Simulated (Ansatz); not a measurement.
GeH5NOSi (`[NH2][Ge][O][SiH3]`), relaxed with RKS PBE0-D4/def2-TZVP in Ansatz from a PBE-D4/def2-SVP geometry. The force threshold is 0.005 eV/Å; the program also tests the step.

Charge 0, multiplicity 1.

Start:

```xyz
9

N     0.767    0.948   -2.136
Ge    0.065   -0.617   -1.495
O    -0.074    0.024    0.218
Si   -0.566   -0.651    1.668
H     1.030    1.102   -3.113
H     0.932    1.764   -1.536
H     0.546   -0.553    2.679
H    -1.762    0.090    2.204
H    -0.939   -2.107    1.510
```

Task: How much energy does the relaxation release, and in how many steps? (Estimate.)

Result: Computed: 1.42 kcal/mol, in 10 steps.

Task: Which bonds change most? (Best estimate.)

Result: Computed: O3–Si4 from 1.673 to 1.634 Å; Ge2–O3 from 1.834 to 1.804 Å; N1–Ge2 from 1.831 to 1.811 Å; Si4–H9 from 1.511 to 1.491 Å.

Task: Give the relaxed structure. (An estimate is asked.)

Result: The calculation gave: 
```xyz
9

N     0.750    0.946   -2.107
Ge    0.121   -0.626   -1.464
O    -0.054   -0.015    0.224
Si   -0.556   -0.644    1.646
H     1.005    1.093   -3.070
H     0.878    1.761   -1.526
H     0.541   -0.570    2.647
H    -1.722    0.126    2.157
H    -0.962   -2.071    1.492
```
